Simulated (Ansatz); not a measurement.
Correlation energies of `CC(C)OB(F)F` by basis set

```xyz
14

C     0.680   -0.404    1.376
C    -0.132   -0.231    0.113
C    -1.509    0.338    0.372
O     0.571    0.679   -0.746
B     1.019    0.340   -1.958
F     1.659    1.240   -2.686
F     0.856   -0.870   -2.484
H     0.174   -1.089    2.060
H     0.807    0.557    1.880
H     1.668   -0.811    1.153
H    -0.224   -1.194   -0.398
H    -1.430    1.316    0.853
H    -2.075   -0.326    1.027
H    -2.063    0.456   -0.561
```

Total charge 0; spin multiplicity 1. All single points use the PBE0-D4/def2-TZVP geometry. It is one conformer, not always the lowest. Frozen core, restricted reference, the Gaussian-basis code of Ansatz.

| basis | HF (Eh) | MP2 corr. | CCSD corr. | (T) | CCSD(T) total |
| --- | --- | --- | --- | --- | --- |
| def2-SVP | -415.97669 | -1.05573 | ? | ? | ? |
| def2-TZVPP | -416.47540 | ? | – | – | – |
| def2-QZVPP | ? | -1.44916 | – | – | – |

Problem. Fill in the withheld values. (An estimate is asked.)

Solution. Ansatz gave: def2-SVP CCSD corr.: -1.10660; def2-SVP (T): -0.02623; def2-SVP CCSD(T) total: -417.10952; def2-TZVPP MP2 corr.: -1.34238; def2-QZVPP HF (Eh): -416.49458.
